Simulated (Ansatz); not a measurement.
Ansatz results at the PBE0-D4/def2-TZVP geometry: HOMO energy (PBE0/def2-TZVPP) -8.63 eV; LUMO energy (PBE0/def2-TZVPP) -1.08 eV; size of the dipole moment (B3LYP/def2-TZVPP) 0.85 D.

Each molecule was computed in one conformer, which needn't be the lowest.

Q: Which molecule gave them?
A. `C=C[CH2][Al]([CH2]C=C)[CH2]C=C`
B. `[SiH3][O][AlH][Br]`
C. `C[Se][Al]([F])[F]`
D. `[AlH2][O][SiH2]Br`

A: B. The others give `C[Se][Al]([F])[F]`: -7.31, -1.02, 2.28; `[AlH2][O][SiH2]Br`: -8.24, -1.38, 1.66; `C=C[CH2][Al]([CH2]C=C)[CH2]C=C`: -6.26, -0.80, 1.62.

B3LYP here is the variant with VWN-RPA as its local correlation; programs differ in this.
